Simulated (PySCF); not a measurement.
OTe, quintet, at a GFN2-xTB geometry of the parent state (a higher spin typed on purpose: for a closed-shell molecule this is an excited state) (all electrons, no relativity); PBE/3-21G run with PySCF.

The PySCF input:
```python
from pyscf import gto, scf, dft

mol = gto.M(
    atom='''
O    -0.00000000   -0.00000000   -1.56412833
Te    0.00000000    0.00000000    0.24063513
''',
    basis='3-21g',
    spin=4,
    verbose=4,
)

mf = dft.UKS(mol)
mf.xc = 'pbe'
mf.kernel()
```

The log (banner, timings and long lists left out):

```
PySCF version 2.14.0

[INPUT] verbose = 4
[INPUT] num. atoms = 2
[INPUT] num. electrons = 60
[INPUT] charge = 0
[INPUT] spin (= nelec alpha-beta = 2S) = 4
[INPUT] symmetry False subgroup None
[INPUT] Mole.unit = angstrom
[INPUT] Symbol           X                Y                Z      unit          X                Y                Z       unit  Magmom
[INPUT]  1 O      0.000000000000   0.000000000000  -1.564128330000 AA    0.000000000000   0.000000000000  -2.955774167373 Bohr   0.0
[INPUT]  2 Te     0.000000000000   0.000000000000   0.240635130000 AA    0.000000000000   0.000000000000   0.454734491649 Bohr   0.0

nuclear repulsion = 121.975940128309
number of shells = 18
number of NR pGTOs = 96
number of NR cGTOs = 40
basis = 3-21g
ecp = {}

******** <class 'pyscf.dft.uks.UKS'> ********
method = UKS
initial guess = minao
damping factor = 0
level_shift factor = 0
DIIS = <class 'pyscf.scf.diis.CDIIS'>
diis_start_cycle = 1
diis_space = 8
diis_damp = 0
SCF conv_tol = 1e-09
SCF conv_tol_grad = None
SCF max_cycles = 50
direct_scf = True
direct_scf_tol = 1e-13
number electrons alpha = 32  beta = 28
XC library pyscf.dft.libxc version 7.1.2
    S. Lehtola, C. Steigemann, M. J. T. Oliveira, and M. A. L. Marques,  SoftwareX 7, 1–5 (2018)
XC functionals = pbe
    J. P. Perdew, K. Burke, and M. Ernzerhof,  Phys. Rev. Lett. 77, 3865 (1996)
    J. P. Perdew, K. Burke, and M. Ernzerhof,  Phys. Rev. Lett. 78, 1396 (1997)
    J. P. Perdew, K. Burke, and M. Ernzerhof,  Phys. Rev. Lett. 77, 3865 (1996)
    J. P. Perdew, K. Burke, and M. Ernzerhof,  Phys. Rev. Lett. 78, 1396 (1997)
radial grids:
    Treutler-Ahlrichs [JCP 102, 346 (1995); DOI:10.1063/1.469408] (M4) radial grids

becke partition: Becke, JCP 88, 2547 (1988); DOI:10.1063/1.454033
pruning grids: <function nwchem_prune>
grids dens level: 3
symmetrized grids: False
atomic radii adjust function: <function treutler_atomic_radii_adjust>
small_rho_cutoff = 0
Set gradient conv threshold to 3.16228e-05
tot grids = 36040
init E= -6643.90423162184

cycle= 1 E= -6659.17447868644  delta_E= -15.3  |g|= 0.33  |ddm|=  2.2

cycle= 2 E= -6658.56686295963  delta_E= 0.608  |g|=    1  |ddm|=  1.6

cycle= 3 E= -6659.22910742985  delta_E= -0.662  |g|= 0.0273  |ddm|= 1.49

cycle= 4 E= -6659.22892836107  delta_E= 0.000179  |g|= 0.0392  |ddm|= 0.12

cycle= 5 E= -6659.22988472179  delta_E= -0.000956  |g|= 0.00867  |ddm|= 0.0514

cycle= 6 E= -6659.22992375737  delta_E= -3.9e-05  |g|= 0.00105  |ddm|= 0.00961

cycle= 7 E= -6659.2299244719  delta_E= -7.15e-07  |g|= 0.000293  |ddm|= 0.00215

cycle= 8 E= -6659.22992452084  delta_E= -4.89e-08  |g|= 2.04e-05  |ddm|= 0.000408

cycle= 9 E= -6659.22992452108  delta_E= -2.45e-10  |g|= 1.08e-06  |ddm|= 3.32e-05

Extra cycle  E= -6659.22992452108  delta_E= 2.73e-12  |g|= 2.82e-06  |ddm|= 1.3e-05
converged SCF energy = -6659.22992452108  <S^2> = 6.0010513  2S+1 = 5.0004205
```
